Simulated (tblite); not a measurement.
C3H13BN2Si2.
Bonds: N1–Si2, Si2–N3, N3–Si4, N3–B5, B5–C6, C6–C7, C7–C8, C6–C8. Hydrogens: H9, H10 on N1; H11, H12 on Si2; H13, H14, H15 on Si4; H16 on B5; H17 on C6; H18, H19 on C7; H20, H21 on C8.

Computed with GFN2-xTB (tblite), gas phase: L-BFGS steps from a force-field or distance-geometry start until the largest atomic force falls under 0.01 eV/Å.

Step 32: E = -643.4313 eV
```
atom  x, y, z in Å  |  force x, y, z in eV/Å
N1     -2.1459    1.8982    0.1101   -0.012  -0.031   0.006
Si2    -2.2393    0.4130    0.9872    0.038  -0.003   0.003
N3     -1.0009   -0.6383    0.3524   -0.031   0.025  -0.096
Si4    -1.1834   -1.7274   -0.9858   -0.022  -0.022  -0.003
B5      0.3210   -0.3870    0.8569   -0.079   0.001   0.023
C6      1.3903    0.2528   -0.0705   -0.013  -0.020   0.009
C7      2.7145   -0.4063   -0.3930    0.069   0.017   0.009
C8      2.6893    0.8079    0.4669    0.054  -0.031  -0.033
H9     -2.0949    1.8507   -0.8957   -0.007   0.035  -0.002
H10    -2.7410    2.6611    0.3920    0.014  -0.025  -0.044
H11    -1.9377    0.7909    2.3629    0.005  -0.024   0.068
H12    -3.5108   -0.3065    0.8827   -0.027  -0.091  -0.021
H13    -0.7610   -3.0686   -0.5311   -0.026   0.141  -0.060
H14    -2.5980   -1.7292   -1.3711    0.016   0.015   0.060
H15    -0.3897   -1.3444   -2.1671    0.001   0.009   0.090
H16     0.5345   -0.6192    1.9903    0.052   0.043   0.010
H17     0.9864    0.8145   -0.9083   -0.019  -0.021  -0.022
H18     3.0747   -0.3142   -1.4078    0.034  -0.025   0.014
H19     2.9387   -1.3612    0.0599   -0.020   0.036   0.023
H20     2.9004    0.6866    1.5199   -0.055   0.008  -0.036
H21     3.0438    1.7436    0.0580    0.027  -0.037   0.004
```

Step 33: E = -643.4338 eV
```
atom  x, y, z in Å  |  force x, y, z in eV/Å
N1     -2.1457    1.8964    0.1154   -0.015  -0.031  -0.035
Si2    -2.2399    0.4107    0.9913    0.007  -0.028   0.006
N3     -1.0007   -0.6360    0.3486   -0.039   0.003  -0.073
Si4    -1.1861   -1.7272   -0.9877   -0.043   0.003  -0.037
B5      0.3191   -0.3841    0.8551   -0.063   0.034   0.062
C6      1.3918    0.2477   -0.0753    0.014  -0.008   0.006
C7      2.7170   -0.4095   -0.3945    0.111   0.048   0.036
C8      2.6882    0.8054    0.4671    0.062  -0.041  -0.038
H9     -2.0913    1.8519   -0.8905    0.012   0.004  -0.004
H10    -2.7486    2.6555    0.3879   -0.011   0.007   0.004
H11    -1.9268    0.7875    2.3663   -0.021  -0.035   0.040
H12    -3.5134   -0.3123    0.8843    0.031  -0.053  -0.005
H13    -0.7619   -3.0684   -0.5382   -0.025   0.128  -0.047
H14    -2.6033   -1.7285   -1.3702    0.046   0.014   0.067
H15    -0.3941   -1.3419   -2.1703   -0.008   0.007   0.097
H16     0.5258   -0.5904    1.9981    0.042   0.038  -0.067
H17     0.9935    0.8103   -0.9155   -0.041  -0.033  -0.009
H18     3.0867   -0.3146   -1.4068    0.003  -0.037   0.046
H19     2.9417   -1.3631    0.0614   -0.020   0.039   0.008
H20     2.8956    0.6846    1.5216   -0.060   0.003  -0.060
H21     3.0436    1.7429    0.0610    0.017  -0.063   0.004
```

**Question.** Estimate the geometry and energy of step 34. (The exact step hangs on the optimiser's Hessian estimate; all steps are aligned on step 33, rigid shifts and turns removed.)

**Answer.** E = -643.4362 eV, largest force 0.131 eV/Å
```
atom  x, y, z in Å  |  force x, y, z in eV/Å
N1     -2.1447    1.8950    0.1177   -0.022  -0.037   0.008
Si2    -2.2406    0.4091    0.9942   -0.035  -0.034   0.004
N3     -1.0008   -0.6356    0.3512   -0.034  -0.015  -0.054
Si4    -1.1876   -1.7258   -0.9852   -0.059   0.051  -0.061
B5      0.3190   -0.3832    0.8557   -0.031   0.084  -0.051
C6      1.3918    0.2455   -0.0796    0.032   0.001  -0.018
C7      2.7182   -0.4117   -0.3955    0.109   0.049   0.054
C8      2.6875    0.8032    0.4654    0.042  -0.025  -0.022
H9     -2.0942    1.8514   -0.8868    0.041  -0.030  -0.084
H10    -2.7529    2.6511    0.3830   -0.037   0.042   0.054
H11    -1.9238    0.7841    2.3698   -0.039  -0.041   0.019
H12    -3.5156   -0.3164    0.8768    0.078  -0.020   0.016
H13    -0.7634   -3.0666   -0.5461   -0.012   0.078  -0.018
H14    -2.6054   -1.7239   -1.3650    0.047   0.010   0.061
H15    -0.3936   -1.3342   -2.1627   -0.006   0.008   0.073
H16     0.5319   -0.5776    1.9958    0.035   0.012   0.012
H17     0.9974    0.8087   -0.9219   -0.054  -0.047   0.008
H18     3.0966   -0.3179   -1.4050   -0.022  -0.041   0.056
H19     2.9382   -1.3640    0.0647   -0.005   0.021   0.002
H20     2.8883    0.6851    1.5212   -0.046  -0.008  -0.054
H21     3.0449    1.7407    0.0613    0.016  -0.058  -0.007
```

The energy changes by -0.0025 eV. The first-order estimate −F·Δx gives -0.0038 eV and the mean of the old and new forces, exact on a quadratic surface, -0.0025 eV. The step makes an angle of 69° with the force vector and moves no atom by more than 0.014 Å.

What follows is the cost of the whole relaxation. Time: 2.8 s wall. Hardware: one thread, Arm Neoverse N1 (aarch64), shared host.
